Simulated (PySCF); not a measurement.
Compound: Te(SiH3)2.
Bonds: Te1–Si2, Te1–Si6. Hydrogens: H3, H4, H5 on Si2; H7, H8, H9 on Si6.

A GFN2-xTB structure was refined with PySCF, PBE0-D3(BJ)/def2-SVP geometry optimisation, gas phase, def2 core potentials past Kr. Its GFN2-xTB values:

```tsv
coordinate	GFN2-xTB
Te1–Si2	2.418 Å
Si2–H3	1.443 Å
Te1–Si2–H3	109.9°
Te1–Si2–H4	117.7°
Te1–Si2–H5	103.6°
Si2–Te1–Si6	97.5°
H3–Si2–H4	109.2°
```

How do these coordinates change at the PBE0-D3(BJ)/def2-SVP level?

| coordinate | PBE0-D3(BJ)/def2-SVP (Å or °) | change |
| --- | --- | --- |
| Te1–Si2 | 2.505 | +0.087 |
| Si2–H3 | 1.493 | +0.050 |
| Si2–Te1–Si6 | 89.9 | -7.6 |
| Te1–Si2–H4 | 110.4 | -7.3 |
| Te1–Si2–H5 | 107.2 | +3.6 |
| Te1–Si2–H3 | 110.7 | +0.8 |
| H3–Si2–H4 | 108.7 | -0.5 |

The energy falls by 18.1 kJ/mol over 6 energy and gradient evaluations, the largest force component goes from 0.0302 to 9.9e-05 Eh/bohr, and the atoms move by 0.183 Å rms after alignment. The bond that changes most is Te1–Si2 (ends: tellurium bonded to 2 Si; silicon bonded to Te and 3 H), which lengthens by 0.087 Å. Bonds longer at the end by more than 0.005 Å: 6 of 8; shorter: 2. Rotational constants go from 4027, 2171, 1456 to 3443, 2391, 1460 MHz.

The run used 92 basis functions and 41 SCF cycles in all.

PBE0-D3(BJ)/def2-SVP frequencies: not computed here.
